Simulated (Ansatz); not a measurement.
## A family of molecules: the atomisation energy (no zero-point term)

One atom is swapped for its congeners: CH4O2Si `CO[Si]O`; CH4GeO2 `C[O][Ge][OH]`; CH4O2Sn `C[O][Sn][OH]`. All are singlets with charge 0.

Shapes, held fixed at every level: PBE0-D4/def2-TZVP. Flexible molecules stand in one conformer, not always the lowest. Programs: Ansatz 0.2.0. Values in eV.

| level | CH4O2Si | CH4O2Sn |
| --- | --- | --- |
| HF/def2-SVP | 22.43 | 19.74 |
| r2SCAN-D4/def2-TZVPP | 32.17 | 29.78 |
| BHLYP-D4/def2-TZVPP | 30.92 | 28.33 |
| PBE0-D4/def2-TZVPP | 31.95 | 29.48 |
| r2SCAN0-D4/def2-TZVPP | 31.45 | 28.90 |
| B2PLYP/def2-TZVPP | 31.90 | 29.45 |
| CCSD(T)/def2-TZVPP | 31.36 | 28.93 |

Task: Estimate the column for CH4GeO2 from its neighbours.

Result: The mean of the neighbours at CCSD(T)/def2-TZVPP is 30.14 eV, against 29.86 from the run. All rows: HF/def2-SVP 20.84; r2SCAN-D4/def2-TZVPP 30.69; BHLYP-D4/def2-TZVPP 29.23; PBE0-D4/def2-TZVPP 30.40; r2SCAN0-D4/def2-TZVPP 29.85; B2PLYP/def2-TZVPP 30.34; CCSD(T)/def2-TZVPP 29.86 eV. At CCSD(T)/def2-TZVPP the atomisation energy falls at every step, from 31.36 to 28.93 eV. Every level shows the same order. For atoms past krypton def2 sets carry core potentials with scalar relativity. Relativity is left out for Ge unless named. Correlated rows may include outer-core shells of Ge, Sn, which these sets cover unevenly. Spin-orbit coupling, which grows down the group, is left out (summed over each molecule's free atoms 0.04, 0.14, 0.33 eV).
